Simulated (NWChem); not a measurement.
Molecule: CCl₂, singlet; SMILES Cl[C]Cl

Computed with NWChem. Low-valent species are run as closed-shell singlets; no triplet was tried in these runs. All runs use the structure optimised with PBE0-D3(BJ)/def2-TZVP.

For level B3PW91/def2-SVP:

| Item | Value |
|---|---|
| highest occupied level (eV) | -7.05 |
| orbital gap (eV) | 3.65 |

### Question
Estimate the same quantities for level PW91/def2-SVP.

### Answer
| Quantity | Value |
|---|---|
| highest occupied level (eV) | -5.81 |
| orbital gap (eV) | 1.71 |
